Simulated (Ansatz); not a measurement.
A made-up structure of H3SeSO (charge +1), closed shell:

S1  (0.350, -0.347, -0.039)
O2  (-0.993, -1.128, -0.792)
Se3  (0.355, 0.471, 1.685)
H4  (-1.169, -0.379, -1.383)
H5  (1.551, -0.867, -0.411)
H6  (0.318, 1.809, 1.065)
(Å)

It is relaxed with PBE-D4/def2-SVP and then PBE0-D4/def2-TZVP (Ansatz 0.2.0). Atoms count as bonded within 1.22 times the sum of their covalent radii (H–H: 0.88 Å). The end point is not checked to be a true minimum.

Problem. Does its bonding change? (Judge from chemistry; the calculation decides.)

Solution. Computed: No: no bond forms or breaks.

Where it ends: The first stage lowers the energy by 2.08 eV in 11 steps. It ends as H₃SeSO ([OH][SH][SeH]), total charge +1:
S1  (0.533, -0.110, -0.428)
O2  (-0.744, -1.005, -0.780)
Se3  (0.464, 0.482, 1.664)
H4  (-1.356, -0.513, -1.353)
H5  (1.363, -1.161, -0.244)
H6  (0.151, 1.866, 1.265)
(Å)

Labels in which every atom is bracketed show which atoms are joined, not bond orders.

For scale, one of the runs: PBE0-D4/def2-TZVP relaxation, 134 basis functions, launched by `ansatz run in.yaml --threads 2 --pin off --events-out ev --progress --plain --max-ram 4352MiB`. Hardware: 2 CPU threads of an Arm Neoverse V1, shared host. Wall time about 25 s.
